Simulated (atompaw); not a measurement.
Before and after: PAW (atompaw) potential for Pd

Pd, PAW, made with atompaw 4.2.0.5 (PBE, scalar-relativistic). Core [Ar] 3d10, reference 4s2 4p6 4d9 5s0 5p0 (charge +1). Waves: 4s (bound): rc 1.20 bohr; 5s (bound, empty): rc 1.95 bohr; 4p (bound): rc 1.70 bohr; 5p (bound, empty): rc 1.85 bohr; 4d (bound): rc 1.95 bohr; 4d channel at -0.65 Ry: rc 1.95 bohr. Local part: bessel scheme, radius 1.70 bohr. Core correction: smooth core density matched at 1.95 bohr. Augmentation charge: sinc compensation charge, radius 1.50 bohr; PAW radius 1.95 bohr; waves and projectors: custom rrkj gramschmidtortho.

Change: wave 4d (bound): rc 1.95 bohr becomes 4d (bound): rc 1.08 bohr.

Cutoffs: the cutoffs (Ry, on a coarse ladder) from which the occupation-weighted sum of valence levels, in a spherical-Bessel basis at the reference potential, stays within 10 and 1 mRy of its value at 400 Ry; they do not see the model core or the augmentation charge, which bear on the density cutoff.

Question: What does the change do?

Answer: The potential gets harder (40 Ry and 70 Ry → 90 Ry and 160 Ry); the range in which the d phases agree narrows (upper end at the end of the scan → 2.5); neither file shows a bound ghost.

```tsv
quantity	base	changed
cutoff, loose	40 Ry	90 Ry
cutoff, tight	70 Ry	160 Ry
loose cutoff by channel (10 mRy a level)	s 30 Ry, p 25 Ry, d 25 Ry	s 30 Ry, p 25 Ry, d 60 Ry
bound ghosts	none	none
s: phases at 1.96 bohr within 0.05 rad from the reference energy up to (Ry; the scan ends near 5)	to the end of the scan	to the end of the scan
p: phases at 1.96 bohr within 0.05 rad from the reference energy up to (Ry; the scan ends near 5)	1.7	1.7
d: phases at 1.96 bohr within 0.05 rad from the reference energy up to (Ry; the scan ends near 5)	to the end of the scan	2.5
lowest overlap eigenvalue by channel	s 0.06, p 0.09, d 0.98	s 0.06, p 0.09, d 0.04
```

 The cutoffs see the waves, projectors and local potential, not the compensation charge or the core.
